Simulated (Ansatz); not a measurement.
Si(AsH2)(F)2(H) (AsF2H3Si), SMILES F[SiH](F)[AsH2].

Coordinates come from a PBE0-D3(BJ)/def2-SVP optimisation. This is a generated structure with no PubChem entry under its InChIKey; it may be hypothetical.

Two levels are set side by side: PBE/def2-SVPD (Ansatz, a first-principles code) and CAM-B3LYP/def2-SVPD (Ansatz). Energy differences of separate SCF runs at the same geometry; the states with an electron removed or added have multiplicity 2 and 2. Differences are taken from unrounded values.

| quantity | CAM-B3LYP | PBE | PBE minus CAM-B3LYP |
|---|---|---|---|
| vertical ionisation energy (eV) | 10.39 | 10.08 | -0.31 |
| vertical singlet–triplet gap (eV) | 5.74 | 5.44 | -0.30 |
